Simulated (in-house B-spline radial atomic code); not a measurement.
# RPA and G0W0 on SCAN: P⁵⁺

Configuration [He] 2s2 2p6, mean-field start SCAN. Computed with an all-electron radial atomic-structure program (B-spline basis): all electrons, non-relativistic, point nucleus, each spin shell either full or empty, empty states to l = 9 with an (l + 1/2)⁻⁴ tail; G0W0 by contour deformation at full frequency.

Command:
```bash
python run_gw.py task.json out
```
Settings (radii: box in bohr, nucleus in fm):
```
Z                        15
electrons                10
configuration            [He] 2s2 2p6
hamiltonian              nr
method                   scan,scan
lmax                     9
spin_polarised           False
box_radius               10.43
intervals                47
```

Cost of the run: 0.8 s on 1 thread of Arm Neoverse N1, with other jobs on the host.

Energies (hartree):

| term | value |
| --- | --- |
| mean-field total | -334.81194 |
| Hartree-Fock functional on these orbitals | -334.36602 |
| direct second order | -0.66051 |
| second-order exchange | 0.23352 |
| SOSEX correction | 0.21914 |

Task: What is the RPA correlation energy, and what remains with SOSEX?

Result: RPA gives -0.6032 hartree (-1.64 eV per electron); RPA + SOSEX gives -0.38406, and the second-order doubles -0.42699 hartree (no singles). RPA lacks exchange-type terms and so overcorrelates at short range.

Quasi-particle levels (eV):

| level | occupied | mean field | Σx - vxc | Σc | QP weight | G0W0 |
| --- | --- | --- | --- | --- | --- | --- |
| 2p | yes | -202.16 | -20.11 | ? | ? | ? |
| 2s | yes | -252.54 | -26.34 | 4.87 | 0.963 | -274.01 |
| 1s | yes | -2168.70 | -85.67 | 27.61 | 0.880 | -2226.76 |
| 3s | no | -66.97 | 2.76 | -0.58 | 0.997 | -64.79 |

G0W0 = mean field + (Σx - vxc) + Σc, with Σc (partial-wave tail included) taken at the quasi-particle energy.

Task: Where does G0W0 put 2p?

Result: At -220.22 eV, with Σc = 2.05 eV and a quasi-particle weight of 0.974. The tabulated removal energy is 220.43 ± 0.005 eV (NIST, semi-empirical); the calculation leaves out relativity, Breit and QED terms, and what these don't explain is the method's own error.
